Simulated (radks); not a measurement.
Removal energies from the iridium ion Ir2+, [Xe] 4f14 5d7, by Delta-SCF beside the eigenvalue of the level emptied. Method: scalar-relativistic Kohn-Sham, BLYP, spin-polarised, spherical densities, finite nucleus; Fermi nuclear charge, rms radius of each element as measured or else 0.836 A^(1/3) + 0.57 fm; computed with a radial shooting solver on a logarithmic mesh with Libxc functionals. Open shells are filled with parallel spins first.

5d: final configuration [Xe] 4f14 5d6; Delta-SCF (eV) 29.110; -eigenvalue (eV) 23.244
5p: final configuration [Kr] 4d10 4f14 5s2 5p5 5d7; Delta-SCF (eV) 78.517; -eigenvalue (eV) 71.310
4f: final configuration [Xe] 4f13 5d7; Delta-SCF (eV) 91.640; -eigenvalue (eV) 79.454
5s: final configuration [Kr] 4d10 4f14 5s1 5p6 5d7; Delta-SCF (eV) 122.58; -eigenvalue (eV) 114.74
